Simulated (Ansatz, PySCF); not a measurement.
The Ansatz (a quantum-chemistry and plane-wave program) input:
Ansatz 0.2 input:
```yaml
crystal:
  periodic: [false, false, false]
  atoms:
    - {symbol: S, position_ang: [-0.00000000, -0.00000000, -0.07863597]}
    - {symbol: H, position_ang: [0.00000000, 0.00000000, 1.25817552]}
basis:
  gaussian:
    orbitals: def2-SVP
total_charge: -1
magnetization: {spin_polarized: false}
correlation: {method: mp2, electrons: outside_noble_gas}
accuracy: high
```

**Question.** Write the same job for PySCF.

**Answer.** This is not unique; one that fits is 
```python
from pyscf import gto, scf, mp

mol = gto.M(
    atom='''
S    -0.00000000   -0.00000000   -0.07863597
H     0.00000000    0.00000000    1.25817552
''',
    basis='def2-svp',
    charge=-1,
    verbose=4,
)

mf = scf.RHF(mol)
mf.kernel()

pt = mp.MP2(mf, frozen=5)
pt.kernel()
print('E(MP2) = %.10f' % pt.e_tot)
```

Both were run: Ansatz gave -398.100429 Eh and PySCF -398.100429 Eh, 0.000 mEh apart.
